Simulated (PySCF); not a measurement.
Vertical excitations of a molecule C2H3ClF2Si from TDA-CAM-B3LYP/def2-SVPD run with PySCF, as energy in eV (oscillator strength): 7.01 (0.023), 7.74 (0.596), 8.01 (0.045), 8.29 (0.011), 8.44 (0.009), 8.56 (0.028), 8.89 (0.033), 8.93 (0.021), 9.02 (0.010), 9.06 (0.048). Lowest triplet (TDA): 4.18 eV. Coordinates come from a B3LYP-D3(BJ)/def2-SVP optimisation. The values are those of a single conformer.

Task: Which molecule gave these data?
(A) C=C(F)[Si@@H](F)Cl
(B) C=C[Si](F)(F)Cl
(C) F[SiH](F)/C=C\Cl
(D) F[SiH2]/C(F)=C\Cl

Result: B, C=C[Si](F)(F)Cl
